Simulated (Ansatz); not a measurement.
C₄H₉O (SMILES [CH2]C(C)(C)O), doublet, at a GFN2-xTB geometry; MP2/STO-3G (Ansatz, a quantum-chemistry and plane-wave program).

Input for Ansatz:
Ansatz 0.2 input:
```yaml
crystal:
  periodic: [false, false, false]
  atoms:
    - {symbol: C, position_ang: [0.61166572, 1.15119891, 0.78906624]}
    - {symbol: C, position_ang: [0.01673001, 0.05823887, -0.00844018]}
    - {symbol: C, position_ang: [-1.20766344, -0.52930005, 0.73250715]}
    - {symbol: C, position_ang: [1.04543595, -1.06829925, -0.23885495]}
    - {symbol: O, position_ang: [-0.36740157, 0.49932723, -1.30008057]}
    - {symbol: H, position_ang: [0.81682883, 2.10526978, 0.34486652]}
    - {symbol: H, position_ang: [0.91411373, 0.97092246, 1.80100114]}
    - {symbol: H, position_ang: [-0.90624909, -0.94065666, 1.69094494]}
    - {symbol: H, position_ang: [-1.65262507, -1.31570821, 0.12807493]}
    - {symbol: H, position_ang: [-1.95189088, 0.24666320, 0.90287815]}
    - {symbol: H, position_ang: [0.58536582, -1.85316215, -0.83264327]}
    - {symbol: H, position_ang: [1.89686087, -0.67164289, -0.78425602]}
    - {symbol: H, position_ang: [1.38063336, -1.47459075, 0.71014596]}
    - {symbol: H, position_ang: [-0.94083446, 1.26725635, -1.20603734]}
basis:
  gaussian:
    orbitals: STO-3G
magnetization: {spin_polarized: true, initial_magnetization: 1}
correlation: {method: mp2}
```

Output, abridged:

```
Functional definition: HF
481 factors; integrals over basis functions are off by at most 4.0e-5 eV
mean field evaluation 1: about -6219.1456 eV, gradient 1.8e1 eV
mean field evaluation 2: about -6219.4707 eV, gradient 1.8e1 eV
mean field evaluation 4: about -6221.8266 eV, gradient 1.5e0 eV
mean field evaluation 8: about -6221.8598 eV, gradient 5.0e-5 eV
mean field -6221.85722187 eV, -228.6490355774 hartree, gradient 2.4e-6 eV, S^2 0.765167; 0 other end points of the search recorded, 0 dependent functions left out
5 core orbitals not correlated
reference -6221.85722187 eV, -228.6490355774 hartree; 16, 15 occupied and 13, 14 virtual orbitals, 481 factors
second order -6.00127032 eV of doubles, -0.00000000 eV of singles
Total energy: -6227.85849219 eV, -228.8695781941 hartree
```
